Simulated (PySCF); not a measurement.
Method: PBE0-D3(BJ)/def2-TZVP (PySCF). Gas-phase values, no solvent. 

Reference species (SMILES): `Cl[Si]C#C` (excited triplet) (neutral, multiplicity 3).

```
Quantity        Value
-------------  ------
dipole moment  1.21 D
```

Changed species: `[C-]#[N+][Si]Cl` (excited triplet) (X = isocyano, multiplicity 3; the reference has X = ethynyl, multiplicity 3).

Predict the effect on the dipole moment.

the dipole moment goes up by 1.43 D, to 2.64 D.
